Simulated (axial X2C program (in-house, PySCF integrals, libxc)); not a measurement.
## Which molecule gave these maps?

PBE0 fields computed with an in-house relativistic program for diatomic molecules, with spin–orbit coupling, near the equilibrium distance, one atom at z = 0.

The maps cover the half plane through the axis: z from -2.4 to 4.5 Å along the bond, ρ from 0.15 to 2.25 Å away from it (steps of 0.3 Å, the bottom row nearest the axis).

log10 of the density in e/bohr³:

digits 0 to 9 span -3.76 to 1.38 evenly
```
000111111112222111111000
001112222222222222221100
011222333333333333222110
112233333333333333332211
112333444444444444433221
122334455554444444443321
123344567655555665443322
123345689865556986544322
```

Electron localisation function (collinear form, no current term, damped to 0 at low density):

digits 0 to 9 span 0.00 to 1.00 evenly
```
000122222223333222222100
012344433334444444444310
134566554445555556666542
256777765555666678888764
467888643356776678999875
578887411136774116999987
688985246415850430799987
789984272724823882399998
```

Axial spin density in 10⁻³ e/bohr³:

digits 0 to 9 span -3.22 to 3.22 evenly, values beyond are clipped
```
555555555555555555555555
555555556666666666555555
455555667778888876655555
445555689999999998655554
444556799999999999755544
444456899999999999754444
444445664587899766444444
444433426543334994223444
```

Question: Which molecule is it?
A. SiGe⁻
B. NaTc⁻
C. CSe⁻
D. NaBe⁺

Answer: A. SiGe⁻, with Ge at z = 0 and Si at z = 2.239 Å, state Ω = 3/2 (⟨Sz⟩ = 0.50, ⟨Lz⟩ = 1.00 at PBE0), basis Ge dyall-acv3z [10s10p8d5f1g], Si dyall-av3z [9s8p3d2f] (cores contracted in-house). The state is a single determinant with fixed occupations, the lowest that a limited PBE0 search found. Density functionals use the spin component along the axis (collinear). PBE0 can misorder states that lie within some tenths of an eV, so this need not be the ground state of the molecule. The nearest other 2c determinant of the search, Ω = 1/2, lies 0.05 eV up at the distance of the search. The functionals have no current-density term, which raises determinants with orbital currents, atoms included.
